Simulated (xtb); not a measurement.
C$_{2}$H$_{3}$N, triplet, from a rough starting geometry (a higher spin typed on purpose: for a closed-shell molecule this is an excited state); GFN2-xTB (xtb).

Here is a job for xtb.
```
$ xtb mol.xyz --gfn 2 --uhf 2 --opt vtight --json

# file mol.xyz
6

C     -0.50244501    -0.03942349     0.01212620
C      0.94462608    -0.03811391    -0.00772376
N      2.09191322    -0.04309587     0.01367298
H     -0.89686794    -0.72012118    -0.71020138
H     -0.91324581    -0.21360747     0.99447019
H     -0.86026186     1.01738207    -0.31846127
```

Output, abridged:

```
   ID    Z sym.   atoms
    1    6 C      1, 2
    2    7 N      3
    3    1 H      4-6

           -------------------------------------------------
          |                Calculation Setup                |
           -------------------------------------------------

           -------------------------------------------------
          |                 G F N 2 - x T B                 |
           -------------------------------------------------

          ...................................................
          :                      SETUP                      :
          :.................................................:
          :  # basis functions                  15          :
          :  # atomic orbitals                  15          :
          :  # shells                            9          :
          :  # electrons                        16          :
          :  max. iterations                   250          :
          :  Hamiltonian                  GFN2-xTB          :
          :  restarted?                      false          :
          :  GBSA solvation                  false          :
          :  PC potential                    false          :
          :  electronic temp.          300.0000000     K    :
          :  accuracy                    1.0000000          :
          :  -> integral cutoff          0.2500000E+02      :
          :  -> integral neglect         0.1000000E-07      :
          :  -> SCF convergence          0.1000000E-05 Eh   :
          :  -> wf. convergence          0.1000000E-03 e    :
          :  Broyden damping             0.4000000          :
          :  net charge                          0          :
          :  unpaired electrons                  2          :
          ...................................................

 iter      E             dE          RMSdq      gap      omega  full diag
   1     -8.5466939 -0.854669E+01  0.459E+00    0.04       0.0  T
   2     -8.5632905 -0.165966E-01  0.374E+00    0.01       1.0  T
   3     -8.6070419 -0.437514E-01  0.216E+00    0.04       1.0  T
   4     -8.6092707 -0.222878E-02  0.985E-01    0.02       1.0  T
   5     -8.6080659  0.120483E-02  0.110E+00    0.02       1.0  T
   6     -8.6099670 -0.190113E-02  0.332E-01    0.03       1.0  T
   7     -8.6101903 -0.223347E-03  0.127E-01    0.03       1.0  T
   8     -8.6102015 -0.111949E-04  0.617E-02    0.02       1.0  T
   9     -8.6102073 -0.577550E-05  0.399E-02    0.02       1.0  T
  10     -8.6102079 -0.574600E-06  0.223E-02    0.03       1.8  T
  11     -8.6102088 -0.874945E-06  0.617E-03    0.02       6.6  T
  12     -8.6102088 -0.768208E-07  0.155E-03    0.02      26.3  T
  13     -8.6102088  0.187538E-07  0.278E-03    0.02      14.7  T
  14     -8.6102088 -0.192085E-07  0.326E-04    0.02     125.1  T
  15     -8.6102088 -0.284103E-09  0.162E-04    0.02     252.2  T

   *** convergence criteria satisfied after 15 iterations ***

 transition dipole moment (au) for excitation:           8           9
     X       Y       Z
  -0.0753  -0.1347   0.0901  total (au/Debye):    0.179   0.454
 dE (eV)             :    7.272
 oscillator strength :  0.80495E-02

         :::::::::::::::::::::::::::::::::::::::::::::::::::::
         ::                     SUMMARY                     ::
         :::::::::::::::::::::::::::::::::::::::::::::::::::::
         :: total energy              -8.438946154544 Eh    ::
         :: gradient norm              0.292600304566 Eh/a0 ::
         :: HOMO-LUMO gap              0.024878337100 eV    ::
         ::.................................................::
         :: SCC energy                -8.610208754644 Eh    ::
         :: -> isotropic ES            0.006713976349 Eh    ::
         :: -> anisotropic ES          0.001436516463 Eh    ::
         :: -> anisotropic XC          0.005539357702 Eh    ::
         :: -> dispersion             -0.001743656495 Eh    ::
         :: repulsion energy           0.171262600100 Eh    ::
         :: add. restraining           0.000000000000 Eh    ::
         :: total charge               0.000000000019 e     ::
         :::::::::::::::::::::::::::::::::::::::::::::::::::::

      -----------------------------------------------------------
     |                   =====================                   |
     |                        A N C O P T                        |
     |                   =====================                   |
     |               Approximate Normal Coordinate               |
     |                Rational Function Optimizer                |
      -----------------------------------------------------------
      -----------------------------------------------------------
     |                   =====================                   |
     |                        A N C O P T                        |
     |                   =====================                   |
     |               Approximate Normal Coordinate               |
     |                Rational Function Optimizer                |
      -----------------------------------------------------------

          ...................................................
          :                      SETUP                      :
          :.................................................:
          :   optimization level         verytight          :
          :   max. optcycles                   200          :
          :   ANC micro-cycles                  20          :
          :   degrees of freedom                12          :
          :.................................................:
          :   RF solver                   davidson          :
          :   write xtbopt.log                true          :
          :   linear?                        false          :
          :   energy convergence         0.1000000E-06 Eh   :
          :   grad. convergence          0.2000000E-03 Eh/α :
          :   maxmium RF displ.          1.0000000          :
[...]
 * total energy  :    -8.5060023 Eh     change       -0.3034519E-04 Eh
 * total energy  :    -8.5060330 Eh     change       -0.3063913E-04 Eh
 * total energy  :    -8.5060944 Eh     change       -0.6137873E-04 Eh
 * total energy  :    -8.5061832 Eh     change       -0.8882295E-04 Eh
 * total energy  :    -8.5062926 Eh     change       -0.1094296E-03 Eh
 * total energy  :    -8.5064394 Eh     change       -0.1468211E-03 Eh
 * total energy  :    -8.5064928 Eh     change       -0.5333747E-04 Eh
 * total energy  :    -8.5065067 Eh     change       -0.1395228E-04 Eh
 * total energy  :    -8.5065106 Eh     change       -0.3862444E-05 Eh
 * total energy  :    -8.5065232 Eh     change       -0.1260845E-04 Eh
 * total energy  :    -8.5065247 Eh     change       -0.1522567E-05 Eh
 * total energy  :    -8.5065250 Eh     change       -0.2415575E-06 Eh
 * total energy  :    -8.5065250 Eh     change       -0.2741102E-07 Eh
   *** GEOMETRY OPTIMIZATION CONVERGED AFTER 25 ITERATIONS ***
[...]
          :  -> integral cutoff          0.2500000E+02      :
          :  -> integral neglect         0.1000000E-07      :
          :  -> SCF convergence          0.1000000E-05 Eh   :
          :  -> wf. convergence          0.1000000E-03 e    :
          :  Broyden damping             0.4000000          :
          :  net charge                          0          :
          :  unpaired electrons                  2          :
          ...................................................

 iter      E             dE          RMSdq      gap      omega  full diag
   1     -8.6303498 -0.863035E+01  0.941E-05    1.96       0.0  T
   2     -8.6303498  0.249596E-10  0.109E-04    1.96     374.8  T
   3     -8.6303498 -0.801013E-10  0.144E-05    1.96    2826.2  T

   *** convergence criteria satisfied after 3 iterations ***

 transition dipole moment (au) for excitation:           8           9
     X       Y       Z
  -0.2650  -0.3514   0.1073  total (au/Debye):    0.453   1.152
 dE (eV)             :    3.269
 oscillator strength :  0.23249E-01

         :::::::::::::::::::::::::::::::::::::::::::::::::::::
         ::                     SUMMARY                     ::
         :::::::::::::::::::::::::::::::::::::::::::::::::::::
         :: total energy              -8.506524986544 Eh    ::
         :: gradient norm              0.000031851431 Eh/a0 ::
         :: HOMO-LUMO gap              1.956365291326 eV    ::
         ::.................................................::
         :: SCC energy                -8.630349698276 Eh    ::
         :: -> isotropic ES            0.006643100598 Eh    ::
         :: -> anisotropic ES          0.001070337334 Eh    ::
         :: -> anisotropic XC          0.009712678496 Eh    ::
         :: -> dispersion             -0.001752998913 Eh    ::
         :: repulsion energy           0.123824711732 Eh    ::
         :: add. restraining           0.000000000000 Eh    ::
         :: total charge               0.000000000000 e     ::
         :::::::::::::::::::::::::::::::::::::::::::::::::::::

           -------------------------------------------------
          |                Property Printout                |
           -------------------------------------------------

    * Orbital Energies and Occupations

         #    Occupation            Energy/Eh            Energy/eV
      -------------------------------------------------------------
         1        2.0000           -0.6483703             -17.6431
         2        2.0000           -0.6181503             -16.8207
         3        2.0000           -0.5376656             -14.6306
         4        2.0000           -0.5211664             -14.1817
         5        2.0000           -0.5121954             -13.9375
         6        2.0000           -0.4672758             -12.7152
         7        2.0000           -0.4525814             -12.3154
         8        1.0000           -0.4174071             -11.3582
         9        1.0000           -0.2972558              -8.0887 (HOMO)
        10                         -0.2253607              -6.1324 (LUMO)
        11                          0.1331544               3.6233
        12                          0.1445438               3.9332
        13                          0.1929435               5.2503
        14                          0.2033342               5.5330
        15                          0.6131797              16.6855
      -------------------------------------------------------------
                  HL-Gap            0.0718951 Eh            1.9564 eV
             Fermi-level           -0.3481513 Eh           -9.4737 eV

     #   Z          covCN         q      C6AA      α(0)
     1   6 C        3.764    -0.084    22.138     6.707
     2   6 C        1.887     0.014    30.762     8.958
     3   7 N        0.925    -0.187    24.979     7.221
     4   1 H        0.925     0.087     1.912     2.162
     5   1 H        0.925     0.087     1.913     2.163
     6   1 H        0.924     0.084     1.942     2.179

 Mol. C6AA /au·bohr⁶  :        375.480488
 Mol. C8AA /au·bohr⁸  :       8634.060487
 Mol. α(0) /au        :         29.389651

Wiberg/Mayer (AO) data.
largest (>0.10) Wiberg bond orders for each atom

 ---------------------------------------------------------------------------
     #   Z sym  total        # sym  WBO       # sym  WBO       # sym  WBO
 ---------------------------------------------------------------------------
     1   6 C    3.958 --     2 C    0.947     5 H    0.941     4 H    0.941
                             6 H    0.933     3 N    0.195
     2   6 C    3.314 --     3 N    2.310     1 C    0.947
     3   7 N    2.601 --     2 C    2.310     1 C    0.195
     4   1 H    0.992 --     1 C    0.941
     5   1 H    0.992 --     1 C    0.941
     6   1 H    0.991 --     1 C    0.933
 ---------------------------------------------------------------------------

Topologies differ in total number of bonds
Writing topology from bond orders to xtbtopo.mol

molecular dipole:
                 x           y           z       tot (Debye)
 q only:       -0.950      -0.077       0.036
   full:       -1.160      -0.066       0.035       2.954
molecular quadrupole (traceless):
                xx          xy          yy          xz          yz          zz
 q only:       -2.103      -0.464       0.995       0.194       0.046       1.108
  q+dip:       -2.520      -0.084       1.144       0.094       0.079       1.377
   full:       -2.636      -0.462       0.747       0.215       0.379       1.889

optimized geometry written to: xtbopt.xyz

           -------------------------------------------------
          | TOTAL ENERGY               -8.506524986544 Eh   |
          | GRADIENT NORM               0.000031851431 Eh/α |
          | HOMO-LUMO GAP               1.956365291326 eV   |
           -------------------------------------------------

normal termination of xtb
```
